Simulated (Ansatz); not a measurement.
A run for Ansatz (a quantum-chemistry and plane-wave program): R-PBE/def2-TZVPP on H3In (SMILES [InH3]), atoms moved off the minimum. Elements past Kr take the def2 small-core potentials; no spin–orbit coupling.

Ansatz 0.2 input:
```yaml
crystal:
  periodic: [false, false, false]
  atoms:
    - {symbol: In, position_ang: [-0.07702098, -0.09314921, 0.05288883]}
    - {symbol: H, position_ang: [0.53002228, -0.61978198, 1.45919815]}
    - {symbol: H, position_ang: [-0.49564326, 1.53554250, -0.16480038]}
    - {symbol: H, position_ang: [-0.48695661, -1.15204589, -1.17211777]}
basis:
  gaussian:
    orbitals: def2-TZVPP
hamiltonian:
  xc: {name: PBE}
scf: {lower_state_search: off}
output: {forces: true}
```

The log:

```
WARN ansatz: RAYON_NUM_THREADS=1 ignored (pool sized by the plan → 1); use --threads N
Functional definition: PBE
these checks for a lower state are left out or cut short: stability, starts, cluster_reference, orbital_swaps, neighbouring_geometries, increment
integrals: 0.02 GiB planned
565 factors; their error is unknown
mean field: 0.18 GiB planned
mean field evaluation 1: about -5219.9185 eV, gradient 2.1e1 eV
mean field evaluation 2: about -5220.5189 eV, gradient 1.8e1 eV
mean field evaluation 4: about -5221.2380 eV, gradient 2.2e-1 eV
mean field evaluation 8: about -5221.2310 eV, gradient 4.5e-3 eV
mean field -5221.23097516 eV, -191.8766992597 hartree, gradient 8.5e-6 eV, S^2 0.000000; 0 other end points of the search recorded, 0 dependent functions left out
the calculation of the forces begins
reference -5221.23102970 eV, -191.8767012641 hartree; 12, 12 occupied and 80, 80 virtual orbitals, 565 factors
Total energy: -5221.23102970 eV, -191.8767012641 hartree
Atom 0 at    -0.077021    -0.093149     0.052889 Å, force    -0.543252     0.539576    -0.642473 eV/Å
Atom 1 at     0.530022    -0.619782     1.459198 Å, force     0.702449    -0.509921     1.384371 eV/Å
Atom 2 at    -0.495643     1.535543    -0.164800 Å, force    -0.037450     0.531926    -0.074974 eV/Å
Atom 3 at    -0.486957    -1.152046    -1.172118 Å, force    -0.121748    -0.561581    -0.666924 eV/Å
Dipole moment:     0.057779    -0.020176     0.020672 e Å
Checks for a lower state left out: stability, starts, cluster_reference, orbital_swaps, neighbouring_geometries, increment
```

The run converged.

Cost: around 0.5 core-seconds (rough).
